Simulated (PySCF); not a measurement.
The multiplicity is imposed and other spin states were not computed.

Cartesian coordinates (Å):
```xyz
12

Cd    -0.0114    -0.1307     0.1379
O     -0.6572     1.7319     0.3227
H     -0.0518     2.3293    -0.1572
N      0.7015    -2.0007    -0.0930
C      0.0225    -2.9304    -0.9805
C      1.3624    -2.6673     1.0168
H      0.7507    -3.6623    -1.3963
H     -0.7826    -3.5269    -0.4881
H     -0.4311    -2.3984    -1.8359
H      0.6726    -3.2416     1.6810
H      2.1125    -3.3947     0.6333
H      1.9047    -1.9397     1.6468
```
Charge 0, multiplicity 1.

Q: What dipole moment, HOMO, LUMO, total energy, charge on the central atom (Mulliken) and HOMO–LUMO gap does TPSSh-D3(BJ)/def2-TZVP // TPSS-D3(BJ)/def2-SVP (PySCF 2.14.0) give?

A: 
```json
{
  "dipole_moment": "1.49 D",
  "HOMO": "-5.11 eV",
  "LUMO": "-1.41 eV",
  "total_energy": "-378.1796 Ha",
  "charge on the central atom (Mulliken)": "0.72 e",
  "HOMO–LUMO gap": "3.71 eV"
}
```
